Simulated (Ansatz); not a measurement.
Mulliken charges of CCl$_{2}$FNOSi (`O=C=N[Si](F)(Cl)Cl`) from ωB97M-V/def2-TZVPP in Ansatz (PBE0-D4/def2-TZVP geometry).

```
atom   x (Å)   y (Å)   z (Å)  charge (e)
  O1  -0.357  -2.988   0.059      -0.193
  C2  -0.321  -1.846  -0.125       0.333
  N3  -0.314  -0.670  -0.361      -0.282
 Si4   0.107   0.925  -0.053       0.701
  F5  -0.505   1.808  -1.202      -0.258
 Cl6  -0.659   1.546   1.705      -0.151
 Cl7   2.110   1.157  -0.070      -0.151
```

Task: By hand: the dipole of these point charges (1 e Å = 4.8032 D).

Result: Σ q r = (0.037, -0.075, 0.075) e Å, of length 0.112 e Å = 0.54 D.

Task: How does the dipole of the full density compare? (Estimate.)

Result: Ansatz gave: (0.051, 0.023, 0.075) e Å, 0.45 D; the point charges give 1.20 times that, at 57° from its direction.

Point charges leave out the atoms' own dipoles, such as those of lone pairs, and Mulliken's split depends on the basis, so the two needn't agree.
